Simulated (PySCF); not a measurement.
## C₆ coefficients of unlike pairs at UHF

Calculated with PySCF 2.14 from the dipole response of each species, C₆(A,B) = (3/π) ∫ α_A(iu) α_B(iu) du, in atomic units, from isotropic polarisabilities. For ions this is the dispersion term alone; charge-induced terms of lower order in 1/R come first.

```tsv
species	configuration	basis	relativity	α (bohr³)	C₆ (like pair)
Re²⁺	[Xe] 4f14 5d5 (6S)	aug-cc-pVTZ-PP with one added diffuse shell each of s, p, d, f, g type with ECP60MDF (7s7p6d4f3g)	core potential	11.08	67.77
Br³⁺	[Ar] 3d10 4s2 4p2 (3P)	aug-cc-pwCVTZ-PP with ECP10MDF (8s7p6d4f1g)	core potential	6.242	23.88
Bi	[Xe] 4f14 5d10 6s2 6p3 (4S)	aug-cc-pVTZ-PP with ECP60MDF (6s5p4d2f)	core potential	50.13	598.0
As⁺	[Ar] 3d10 4s2 4p2 (3P)	aug-cc-pVQZ-PP with ECP10MDF (7s6p5d3f2g)	core potential	16.88	102.8
```

Problem. Estimate C₆ for As⁺ with Br³⁺.

Solution. The integral gives 47.93. The combination rule 2 C_A C_B / (C_A α_B/α_A + C_B α_A/α_B) gives 47.87 and the geometric mean 49.55.

No spin-orbit coupling is included, so Bi, close to jj coupling, stand for model states.

The other pairs:

| pair | C₆ |
| --- | --- |
| As⁺, Re²⁺ | 80.77 |
| As⁺, Bi | 244.6 |
| Bi, Br³⁺ | 110.3 |
| Bi, Re²⁺ | 186.8 |
| Br³⁺, Re²⁺ | 40.15 |
